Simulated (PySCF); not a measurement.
PySCF input (TPSSh/def2-TZVPD):

```python
from pyscf import gto, scf, dft

mol = gto.M(
    atom='''
    Si   -0.54789599   -0.16951813   -0.88486665
    Br    1.01487365    0.07174800    0.74405951
    O    -1.43181895    1.21377960   -1.02525711
    O    -1.61316984   -1.35151196   -0.50853270
    H    -0.96384929    2.05428361   -1.04198209
    H    -2.52627396   -1.09035104   -0.34164924
    ''',
    basis='def2-tzvpd',
    charge=0,
    spin=1,
    verbose=4,
)

mf = dft.UKS(mol, xc='tpssh').density_fit(auxbasis='def2-universal-jkfit')
mf.grids.level = 3
mf.conv_tol = 1e-9
mf.max_cycle = 100
mf.max_memory = 1500
mf.kernel()
if not mf.converged:
    mf = mf.newton()
    mf.kernel(mf.make_rdm1())
for _ in range(2):
    mo, _, stable, _ = mf.stability(return_status=True)
    if stable:
        break
    mf.kernel(mf.make_rdm1(mo, mf.mo_occ))
mf.analyze()
```

End of the output:

```
Extra cycle  E= -3015.40669833717  delta_E= -2.73e-11  |g|= 1.6e-05  |ddm|= 2.17e-05
converged SCF energy = -3015.40669833717  <S^2> = 0.75255028  2S+1 = 2.0025487
uhf_internal: lowest eigs of H = [0.2845049  0.2892855  0.35435989]
<class 'pyscf.df.df_jk.DFUKS'> wavefunction is stable in the internal stability analysis
**** SCF Summaries ****
Total Energy =                       -3015.406698337170383
Nuclear Repulsion Energy =             319.626193103168760
One-electron Energy =                -4829.419568364452971
Two-electron Energy =                 1494.386676924113999
Two-electron Coulomb Energy =         1624.587564154104484
DFT Exchange-Correlation Energy =     -130.200887229990485
HOMO-LUMO gap [eV] =                     2.651311493588639
**** MO energy ****
                             alpha | beta                alpha | beta
MO #1   energy= -482.554996531612  | -482.554526524808  occ= 1 | 1
MO #2   energy= -66.0573389302284  | -66.05419680061    occ= 1 | 1
MO #3   energy= -62.2687515182355  | -62.2685606667862  occ= 1 | 1
MO #4   energy= -56.0546518162375  | -56.0538383071544  occ= 1 | 1
MO #5   energy= -56.0521404466703  | -56.0519229925914  occ= 1 | 1
MO #6   energy= -56.0520835699122  | -56.0518743390998  occ= 1 | 1
MO #7   energy= -19.0891115434159  | -19.0865048253708  occ= 1 | 1
MO #8   energy= -19.0819086957351  | -19.0799180275559  occ= 1 | 1
MO #9   energy= -8.61537635221698  | -8.61468762559689  occ= 1 | 1
MO #10  energy= -6.43457519310247  | -6.43304804096208  occ= 1 | 1
MO #11  energy= -6.42712893428379  | -6.42667385520136  occ= 1 | 1
MO #12  energy= -6.42700208987558  | -6.42660077040651  occ= 1 | 1
MO #13  energy= -5.27987088163403  | -5.27597959121591  occ= 1 | 1
MO #14  energy= -3.62886947556882  | -3.62525482009829  occ= 1 | 1
MO #15  energy= -3.62725764283905  | -3.62391161620511  occ= 1 | 1
MO #16  energy= -3.62638085055978  | -3.62042714453961  occ= 1 | 1
MO #17  energy= -2.55849912838097  | -2.55714994603368  occ= 1 | 1
MO #18  energy= -2.55645292573698  | -2.55533188323137  occ= 1 | 1
MO #19  energy= -2.55637192582944  | -2.55525575802489  occ= 1 | 1
MO #20  energy= -2.5506216441098   | -2.55025349585247  occ= 1 | 1
MO #21  energy= -2.55060119677129  | -2.55023415984626  occ= 1 | 1
MO #22  energy= -1.02367348356388  | -1.01884486996526  occ= 1 | 1
MO #23  energy= -1.00124890769168  | -0.996750625408539 occ= 1 | 1
MO #24  energy= -0.754242265146438 | -0.747826259328512 occ= 1 | 1
MO #25  energy= -0.572477196417289 | -0.564964858537899 occ= 1 | 1
MO #26  energy= -0.530208227150656 | -0.526305337314345 occ= 1 | 1
MO #27  energy= -0.427868966234461 | -0.418958493200069 occ= 1 | 1
MO #28  energy= -0.389117667847242 | -0.379829515693819 occ= 1 | 1
MO #29  energy= -0.371348349399544 | -0.365985270886079 occ= 1 | 1
MO #30  energy= -0.358628618294477 | -0.348387367810531 occ= 1 | 1
MO #31  energy= -0.341235242756733 | -0.33474455167517  occ= 1 | 1
MO #32  energy= -0.295354779907954 | -0.291198526338299 occ= 1 | 1
MO #33  energy= -0.292678231855455 | -0.290264834413539 occ= 1 | 1
MO #34  energy= -0.217785143461761 | -0.120351242386675 occ= 1 | 0
MO #35  energy= -0.0174530644092235 | -0.0111203500409132 occ= 0 | 0
MO #36  energy= -0.0101450657939897 | 0.000166132844511318 occ= 0 | 0
MO #37  energy= 0.00450629713781655 | 0.0152259422465775 occ= 0 | 0
MO #38  energy= 0.0258602581195236 | 0.0335910644610726 occ= 0 | 0
MO #39  energy= 0.0330719457455498 | 0.0430032136087482 occ= 0 | 0
MO #40  energy= 0.0417281766007496 | 0.0455086730561311 occ= 0 | 0
MO #41  energy= 0.0447527080825037 | 0.0563479069383307 occ= 0 | 0
MO #42  energy= 0.0536140379413135 | 0.0580879736760326 occ= 0 | 0
MO #43  energy= 0.0659747228457139 | 0.0707907774928215 occ= 0 | 0
MO #44  energy= 0.0704008634102586 | 0.0770147325266557 occ= 0 | 0
MO #45  energy= 0.0761849232822479 | 0.0813327854665661 occ= 0 | 0
MO #46  energy= 0.0939162504316876 | 0.0973272157940211 occ= 0 | 0
MO #47  energy= 0.102931422465365  | 0.106516039416122  occ= 0 | 0
MO #48  energy= 0.115194274855319  | 0.11805766489233   occ= 0 | 0
MO #49  energy= 0.137727713674215  | 0.141972606537574  occ= 0 | 0
MO #50  energy= 0.141347608283455  | 0.143824056497421  occ= 0 | 0
MO #51  energy= 0.148299605088112  | 0.153433974738359  occ= 0 | 0
MO #52  energy= 0.156727464440888  | 0.165217197748091  occ= 0 | 0
MO #53  energy= 0.164253627764466  | 0.168677917036267  occ= 0 | 0
MO #54  energy= 0.17826997433279   | 0.185816875194994  occ= 0 | 0
MO #55  energy= 0.179633154788239  | 0.187889566004729  occ= 0 | 0
MO #56  energy= 0.190184904555507  | 0.197861664154168  occ= 0 | 0
MO #57  energy= 0.192177350014773  | 0.200854736820221  occ= 0 | 0
MO #58  energy= 0.196864696553907  | 0.20972629951683   occ= 0 | 0
MO #59  energy= 0.214656405924413  | 0.218115881657161  occ= 0 | 0
MO #60  energy= 0.216131478288531  | 0.220472477005681  occ= 0 | 0
MO #61  energy= 0.234331077443319  | 0.237873200596823  occ= 0 | 0
MO #62  energy= 0.247687863231958  | 0.25112451697706   occ= 0 | 0
MO #63  energy= 0.258139012847355  | 0.262678190132349  occ= 0 | 0
MO #64  energy= 0.263732205260895  | 0.266995490153435  occ= 0 | 0
MO #65  energy= 0.277629100499173  | 0.281502474809399  occ= 0 | 0
MO #66  energy= 0.282844285167788  | 0.286253004815829  occ= 0 | 0
MO #67  energy= 0.293321712903468  | 0.300181172457012  occ= 0 | 0
MO #68  energy= 0.323245799951804  | 0.328239902340377  occ= 0 | 0
MO #69  energy= 0.324086298865956  | 0.330731909502257  occ= 0 | 0
MO #70  energy= 0.333641914359238  | 0.341438730920301  occ= 0 | 0
MO #71  energy= 0.351549969319959  | 0.358380812072525  occ= 0 | 0
MO #72  energy= 0.356956692745033  | 0.365129807271164  occ= 0 | 0
MO #73  energy= 0.369186584889343  | 0.375896761974278  occ= 0 | 0
MO #74  energy= 0.404545477437766  | 0.411227973200531  occ= 0 | 0
MO #75  energy= 0.410866997219433  | 0.418730888280578  occ= 0 | 0
MO #76  energy= 0.431377161906103  | 0.436069307889809  occ= 0 | 0
MO #77  energy= 0.441808638498208  | 0.446747519139813  occ= 0 | 0
MO #78  energy= 0.447177231555083  | 0.456236429987191  occ= 0 | 0
MO #79  energy= 0.465202131815536  | 0.466788149926204  occ= 0 | 0
MO #80  energy= 0.466909038549139  | 0.473840563804033  occ= 0 | 0
MO #81  energy= 0.48042551293075   | 0.487477858054269  occ= 0 | 0
MO #82  energy= 0.500589874077398  | 0.506344053534306  occ= 0 | 0
MO #83  energy= 0.502881410255747  | 0.513071581158002  occ= 0 | 0
MO #84  energy= 0.52199890091893   | 0.525224683751815  occ= 0 | 0
MO #85  energy= 0.538162808924675  | 0.542483884506909  occ= 0 | 0
MO #86  energy= 0.551409598020302  | 0.559954547807933  occ= 0 | 0
MO #87  energy= 0.567632838890836  | 0.578452564683558  occ= 0 | 0
MO #88  energy= 0.584684947528869  | 0.588482429961008  occ= 0 | 0
MO #89  energy= 0.596420444987615  | 0.604167023968933  occ= 0 | 0
MO #90  energy= 0.601619744004853  | 0.607377064892547  occ= 0 | 0
MO #91  energy= 0.606584479860084  | 0.611785640524083  occ= 0 | 0
MO #92  energy= 0.642627131626186  | 0.649817471469138  occ= 0 | 0
MO #93  energy= 0.652418985000949  | 0.657866322233494  occ= 0 | 0
MO #94  energy= 0.664689164365753  | 0.673077257534342  occ= 0 | 0
MO #95  energy= 0.681386767628217  | 0.691359528766829  occ= 0 | 0
MO #96  energy= 0.743947844271803  | 0.74919735826822   occ= 0 | 0
MO #97  energy= 0.761133861340475  | 0.76673265796188   occ= 0 | 0
MO #98  energy= 0.790315826100587  | 0.793359708014419  occ= 0 | 0
MO #99  energy= 0.793467784405826  | 0.79703693997169   occ= 0 | 0
MO #100 energy= 0.823885607547198  | 0.827555949157221  occ= 0 | 0
MO #101 energy= 0.876834747412374  | 0.88016204748601   occ= 0 | 0
MO #102 energy= 0.934663990810713  | 0.940685773818904  occ= 0 | 0
MO #103 energy= 0.969434910073697  | 0.972591533544566  occ= 0 | 0
MO #104 energy= 1.03157824377112   | 1.04120341245501   occ= 0 | 0
[...]
```

It need not be the lowest isomer of its formula.
